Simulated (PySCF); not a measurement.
## `CC(C(C)=O)(C)O[SiH3]`, C$_{5}$H$_{12}$O$_{2}$Si

Geometry (Å), atoms numbered from 1 in this order:
```xyz
20

C    -2.061    0.980    0.077
C    -0.560    0.926    0.116
O     0.113    1.914    0.270
C     0.108   -0.439   -0.047
C    -0.529   -1.485    0.878
C    -0.026   -0.859   -1.523
O     1.458   -0.356    0.262
Si    2.454    0.917    0.460
H    -2.383    2.011   -0.044
H    -2.459    0.369   -0.727
H    -2.449    0.601    1.020
H     0.041   -2.407    0.797
H    -1.562   -1.682    0.609
H    -0.478   -1.143    1.909
H     0.351   -0.067   -2.166
H     0.580   -1.747   -1.682
H    -1.057   -1.080   -1.785
H     2.551    1.786   -0.711
H     2.234    1.664    1.696
H     3.668    0.107    0.588
```

Method: GIAO BHandHLYP/pcSseg-1 magnetisability, rotational g tensor and spin-rotation constants, non-relativistic, gas phase in PySCF. Geometry: GFN2-xTB.

Problem. How diamagnetic is it, and how anisotropic?

Solution. Isotropic -1291 × 10⁻³⁰ J/T², or -77.7 × 10⁻⁶ cm³/mol; principal values -1401, -1316, -1155 × 10⁻³⁰ J/T², anisotropy 217 × 10⁻³⁰ J/T² (root of half the summed squared differences of the principal values). The susceptibility is in cgs units.

Problem. Split it along the inertial axes a, b, c into diamagnetic and paramagnetic parts about the centre of mass, with the quadrupole moment.

Solution. 
| axis | χ (10⁻⁶ cm³/mol) | diamagnetic (10⁻⁶ cm³/mol) | paramagnetic (10⁻⁶ cm³/mol) | summed x² of all electrons (Å²) | quadrupole Θ (D Å) |
| --- | --- | --- | --- | --- | --- |
| a | -79.0 | -653.9 | 574.9 | 184.1 | +3.23 |
| b | -69.9 | -999.9 | 930.0 | 102.6 | -5.18 |
| c | -84.3 | -1216.3 | 1131.9 | 51.6 | +1.95 |

Anisotropies 2χaa − χbb − χcc = -3.7 and 2χbb − χaa − χcc = +23.5 × 10⁻⁶ cm³/mol. Θ is traceless in Buckingham's convention.

Problem. And the rotational g tensor?

Solution. 
```
axis  rotational constant (GHz)        g  nuclear part  electronic part
   a                     2.3680  -0.0296        0.6099          -0.6396
   b                     1.4354  -0.0207        0.6064          -0.6272
   c                     1.1300  -0.0109        0.5900          -0.6009
```
Asymmetric top; isotopes 12C, 1H, 16O, 28Si; no vibrational averaging.
